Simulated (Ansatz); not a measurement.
Input for Ansatz (an electronic-structure program): R-BLYP/def2-TZVPP on NH3 (SMILES N).

Ansatz 0.2 input:
```yaml
crystal:
  periodic: [false, false, false]
  atoms:
    - {symbol: N, position_ang: [0.00000000, -0.00002166, 0.27906864]}
    - {symbol: H, position_ang: [-0.00000000, 0.94280068, -0.09306197]}
    - {symbol: H, position_ang: [0.81651180, -0.47143951, -0.09305334]}
    - {symbol: H, position_ang: [-0.81651180, -0.47143951, -0.09305334]}
basis:
  gaussian:
    orbitals: def2-TZVPP
hamiltonian:
  xc: {name: BLYP}
scf: {lower_state_search: off}
```

It printed:

```
WARN ansatz: RAYON_NUM_THREADS=4 ignored (pool sized by the plan → 4); use --threads N
Functional definition: BLYP
these checks for a lower state are left out or cut short: stability, starts, cluster_reference, orbital_swaps, neighbouring_geometries, increment
integrals: 0.01 GiB planned
332 factors; their error is unknown
mean field: 0.12 GiB planned
mean field evaluation 1: about -1530.1386 eV, gradient 7.0e1 eV
mean field evaluation 2: about -1504.8574 eV, gradient 1.1e2 eV
mean field evaluation 4: about -1539.1098 eV, gradient 1.2e0 eV
mean field evaluation 8: about -1539.1087 eV, gradient 2.0e-2 eV
mean field -1539.10865771 eV, -56.5611999256 hartree, gradient 3.9e-6 eV, S^2 0.000000; 0 other end points of the search recorded, 0 dependent functions left out
reference -1539.10884355 eV, -56.5612067549 hartree; 5, 5 occupied and 68, 68 virtual orbitals, 332 factors
Total energy: -1539.10884355 eV, -56.5612067549 hartree
Checks for a lower state left out: stability, starts, cluster_reference, orbital_swaps, neighbouring_geometries, increment
```

The calculation finished and met its thresholds.

Cost: about 0.4 core-seconds (a rough figure).
